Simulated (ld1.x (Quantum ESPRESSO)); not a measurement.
# lead (Pb): PAW pseudisation with PBE, scalar-relativistic reference atom.

ld1.x (Quantum ESPRESSO) 7.5 input, shortened:

```
&input
   title='Pb', zed=82., rel=1, dft='PBE', iswitch=3,
   config='[Xe] 4f14 5d10 5f-2 6s2 6p0.5'
 /
 &inputp
   pseudotype=3, lpaw=.true., tm=.true., lloc=-1, rcloc=1.90,
   nlcc=.true., new_core_ps=.true., rcore=1.00,
   which_augfun='BESSEL', rmatch_augfun=1.10
 /
7
6S  1  0   2.00   0.00  1.65  2.25  0.0
6S  1  0   0.00   0.60  1.65  2.25  0.0
6P  2  1   0.50   0.00  1.90  2.25  0.0
6P  2  1   0.00   1.20  1.90  2.25  0.0
5D  3  2  10.00   0.00  1.15  1.60  0.0
5D  3  2   0.00  -0.95  1.15  1.60  0.0
5F  4  3  -2.00   0.05  1.70  2.30  0.0
 &test
   configts(1)='5d10 6s2 6p0.5'
 /
```

All-electron outer shells of the reference configuration (PBE, scalar-relativistic, ld1.x):

| shell | level (eV) | outermost node (bohr) | outermost maximum (bohr) |
| --- | --- | --- | --- |
| 5p | -97.93 | 0.49 | 0.88 |
| 5d | -33.21 | 0.52 | 1.07 |
| 6s | -23.23 | 1.01 | 1.93 |
| 6p | -13.42 | 1.18 | 2.47 |

Results:

- Cutoffs needed: 45 Ry and 80 Ry (the cutoffs (Ry, on a coarse ladder) from which the occupation-weighted sum of valence levels, in a spherical-Bessel basis at the reference potential, stays within 10 and 1 mRy of its value at 400 Ry)
- Ghost test: no extra level below or beside the all-electron valence levels (s, p, d, f tested) (spherical-Bessel basis up to 400 Ry, 20 bohr box)
- Configuration tests: test run stopped at test 5 of 7 (negative rho)
- Lowest eigenvalue of the overlap operator: 0.36 (s channel)

Generation and tests took about 1.6 s on one core of a shared server CPU.
